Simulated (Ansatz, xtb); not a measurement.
# C5H4FNSe: which of two isomers lies lower

Structure X is `C=Cc1[se]cnc1F`, a singlet and structure Y is `C=Cc1nc(F)c[se]1`, a singlet. Both are isolated molecules in the gas phase, relaxed with B3LYP-D3(BJ)/def2-SVP, each in the lowest conformer that the search found.

Quicker runs give these differences E(Y) − E(X): GFN2-xTB −0.95 kcal/mol; HF/STO-3G +0.57 kcal/mol (at GFN2-xTB geometries); r2SCAN-D4/def2-SVP −1.41 kcal/mol (at GFN2-xTB geometries).

Q: Which of the two would you expect CCSD(T)/def2-SVP + ΔMP2/def2-TZVPP electronic energies to favour?

A: Not settled: CCSD(T)/def2-SVP + ΔMP2/def2-TZVPP gives E(Y) − E(X) = −1.15 kcal/mol, but this leans on the basis-set step: CCSD(T) alone gives −0.95 kcal/mol.

Level by level:

```csv
level,geometry,E(Y) − E(X) (kcal/mol),departure from the last row (kcal/mol),"job, with rough time for the two"
GFN2-xTB,GFN2-xTB,−0.95,+0.20,"optimisation, 0.22 s"
HF/STO-3G,GFN2-xTB,+0.57,+1.72,"single point, 0.65 s"
r2SCAN-D4/def2-SVP,GFN2-xTB,−1.41,−0.26,"single point, 4.7 s"
B3LYP-D3(BJ)/def2-SVP,B3LYP-D3(BJ)/def2-SVP,−1.07,+0.08,"optimisation, 39 s"
HF/def2-SVP,B3LYP-D3(BJ)/def2-SVP,−1.89,−0.74,part of the CCSD(T) run
MP2/def2-SVP,B3LYP-D3(BJ)/def2-SVP,−0.85,+0.30,part of the CCSD(T) run
CCSD(T)/def2-SVP,B3LYP-D3(BJ)/def2-SVP,−0.95,+0.20,single point
CCSD(T)/def2-SVP + ΔMP2/def2-TZVPP,B3LYP-D3(BJ)/def2-SVP,−1.15,,"single point, 2.4 min"
```

As drawn, both hold the same kinds of bond in the same numbers.

HF/STO-3G puts the two in the other order. The largest departure from CCSD(T)/def2-SVP + ΔMP2/def2-TZVPP is that of HF/STO-3G, 1.72 kcal/mol. The last row adds to CCSD(T) the change of the MP2 difference between the two basis sets, here −0.20 kcal/mol.

With thermal terms from frequencies at re-optimised GFN2-xTB minima (ideal gas, soft modes damped towards free rotors, one conformer each, 298.15 K, 1 atm): the zero-point term adds −0.04 kcal/mol; ΔH is −1.17 and ΔG −1.24 kcal/mol.

The correlated steps freeze 16 core orbitals; the filled d shell of Se is correlated, in a basis made for valence electrons. Codes used: Ansatz 0.2.0, xtb 6.7.1; the last row on 4 threads of Arm Neoverse V1 on a shared host.
